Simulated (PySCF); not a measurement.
C4H6BF, SMILES C#CB(F)CC.

The structure is a stationary point at PBE0-D3(BJ)/def2-SVP. This is a generated structure with no PubChem entry under its InChIKey; it may be hypothetical. The values are those of a single conformer.

Method: B3LYP/def2-TZVP in PySCF.

Gas-phase values at a fixed geometry.

| Property | Value |
|---|---|
| total energy | -280.85934 hartree |
| point group | Cs |
| highest occupied level | -8.10 eV |
| lowest empty level | -1.70 eV |
| orbital gap | 6.40 eV |
| dipole moment | 1.54 D |
| quadrupole, principal values (traceless, Buckingham form, about the centre of nuclear charge) | -7.91, -0.50, 8.41 D·Å |
| mean static polarisability | 58.7 bohr³ (8.69 Å³) |
| polarisability, principal values | 43.6, 54.3, 78.1 bohr³ |
